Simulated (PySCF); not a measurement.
Species: BrH3Si.
SMILES with atom numbers: `[SiH3:1][Br:2]` (hydrogens: H3, H4, H5 on Si1)

Jobs on this species (5 atoms, 52 electrons) with PySCF (density fitting). Hardware of each: one thread of an Arm Neoverse N1 (shared host). The host was shared with other jobs, so the times are rough. Peak memory is the resident size of the whole Python process, interpreter and libraries included.

| level and settings | work | basis functions | SCF cycles | wall time | peak memory |
| --- | --- | --- | --- | --- | --- |
| delta-SCF UKS r2SCAN, pcX-2 on the ionised atom, pcseg-1 elsewhere, spin-free X2C | ΔSCF core ionisation, 2 holes | 102 | ? | ? | ? |
| PBE0-D3(BJ)/def2-SVP, grid level 1 | geometry optimisation from a GFN2-xTB start shaken at random | 65 | ? | ? | ? |
| delta-SCF UKS PBE, pcX-2 on the ionised atom, pcseg-1 elsewhere, spin-free X2C | ΔSCF core ionisation, 2 holes | 102 | 23 | 3.7 s | 0.35 GiB |
| delta-SCF UKS B3LYP, pcX-2 on the ionised atom, pcseg-1 elsewhere, spin-free X2C | ΔSCF core ionisation, 2 holes | 102 | 22 | 6.7 s | 0.35 GiB |
| delta-SCF UKS CAM-B3LYP, pcX-2 on the ionised atom, pcseg-1 elsewhere, spin-free X2C | ΔSCF core ionisation, 2 holes | 102 | 21 | 8.0 s | 0.37 GiB |
| delta-SCF UKS SCAN, def2-TZVP on the ionised atom, pcseg-1 elsewhere, spin-free X2C | ΔSCF core ionisation, 2 holes | 79 | 23 | 4.4 s | 0.37 GiB |
| delta-SCF UKS SCAN, unc-def2-TZVP on the ionised atom, pcseg-1 elsewhere, spin-free X2C | ΔSCF core ionisation, 2 holes | 105 | 23 | 5.4 s | 0.37 GiB |
| delta-SCF UKS TPSS, pcX-2 on the ionised atom, pcseg-1 elsewhere, spin-free X2C | ΔSCF core ionisation, 2 holes | 102 | 23 | 5.4 s | 0.35 GiB |
| delta-SCF UKS SCAN, pcX-2 on the ionised atom, pcseg-1 elsewhere, spin-free X2C | ΔSCF core ionisation, 2 holes | 102 | 23 | 5.0 s | 0.30 GiB |

Task: Fill in the missing figures.

Result: 
- delta-SCF UKS r2SCAN, pcX-2 on the ionised atom, pcseg-1 elsewhere, spin-free X2C; ΔSCF core ionisation, 2 holes: 5.0 s, 0.30 GiB, 23 SCF cycles
- PBE0-D3(BJ)/def2-SVP, grid level 1; geometry optimisation from a GFN2-xTB start shaken at random: 8.1 s, 0.29 GiB, 22 SCF cycles

Task: What do all jobs in the table cost together?

Result: About 52 s; the longest takes about 16 % of that, and about 2.2 times as long as the shortest.
